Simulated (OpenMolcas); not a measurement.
Cr4+: ligand-field states by method

Cr4+ with its 6 nearest fluoride ions at 1.84 Å, on the Ge site of Cs2GeF6 (a = 9.021 Å, distance in the model lattice 1.804 Å). The rest of the host is ab initio model potentials to 7.6 Å and point charges beyond; the distance is set by hand and nothing relaxes. Ligand basis ANO-RCC-VDZP.

```yaml
Program: OpenMolcas
Basis: ANO-RCC-VDZP [5s4p2d1f]
Scalar_Hamiltonian: DKH2, point nucleus
Active_space: 2 electrons in 5 orbitals (3d)
State_averaging: 2S+1 = 3 even, 10 roots; 2S+1 = 1 even, 15 roots
Spin-orbit_coupling: state interaction with AMFI integrals over the reference wave functions
```

I. CASSCF
II. SS-CASPT2, IPEA 0.25 Eh, imaginary shift 0.1 Eh (closed shells correlated: 3s 3p and the ligand valence shells)

Spin-free states (labels of O, the rotations of Oh) in cm-1, each column counted from its own energy of the first state listed:

```
State  Degeneracy      I     II
  3T1           3      0      0
  1T2           3  14847  10580
   1E           2  15311  10950
  3T2           3  19180  23910
  1A1           1  31723  24490
  3T1           3  32659  33900
  1T2           3  34879  35140
  1T1           3  38654  37680
  3A2           1  40298  49560
   1E           2  55905  59580
  1A1           1  75547  72890
```

From I to II, I's first state of the same spin (3T2) moves from 19180 to 23910 cm-1, by about +4700 cm-1.

From I to II, I's first state of another spin (1T2) moves from 14847 to 10580 cm-1, by about -4300 cm-1.

I: A least-squares ligand-field fit to the states below 45000 cm-1, each weighted by its degeneracy and with a free common offset, gives 10Dq = 20539 cm-1, B = 1025 cm-1 and C = 3806 cm-1 (C/B = 3.71), with an rms deviation of 384 cm-1. 

II: A least-squares ligand-field fit to the states below 45000 cm-1, each weighted by its degeneracy and with a free common offset, gives 10Dq = 24838 cm-1, B = 795 cm-1 and C = 2571 cm-1 (C/B = 3.23), with an rms deviation of 349 cm-1. The same method and metal basis give the free ion B = 1173 cm-1 (fit to its terms below 60000 cm-1, rms deviation 807 cm-1), so the nephelauxetic ratio is β = 795 / 1173 = 0.68; it hangs on how both fits weigh the states, and computed free-ion B values tend to be too large, so β mixes covalency with correlation.

From I to II, 10Dq changes by +21 %, B by -22 % and C by -32 %.

χT at 300 K: I 0.72, II 0.72 cm3 K/mol.

Roots that are degenerate in the reference are averaged as groups; the widest CASPT2 spread within a group is 1400 cm-1 (the 3-fold group of multiplicity 1 near 37700 cm-1 above the lowest state of its run, II). Shifts and gaps below about the spread of the groups concerned are not significant. Over all roots computed the reference weight is 0.69 to 0.71 in II; a low but even weight reflects the number of correlated electrons. An orbital triplet at a regular site is open to Jahn-Teller coupling, which can distort the site and quench the lowest spin-orbit gaps and is left out. The least metal-like active orbital is 80 % on the metal (Löwdin) and no ligand orbital is active, so the numbers are rough. Ligand-to-metal charge-transfer states are missing. With no ligand orbital active B as a rule stays too high, so bands that hang on it stand too high and its fall with covalency is understated. Without dynamic correlation the repulsion within the d shell is too large (B by tens of per cent), so at a given field states of lower spin stand too high (holds for I). With metal d orbitals alone and no dynamic correlation 10Dq can be off by a tenth to a fifth, either way, in oxide and fluoride hosts (holds for I). With one d shell and no ligand orbital active, 10Dq can be off by a tenth or more (holds for II). No measured value stands beside these numbers; the geometry was set by hand and not optimised.
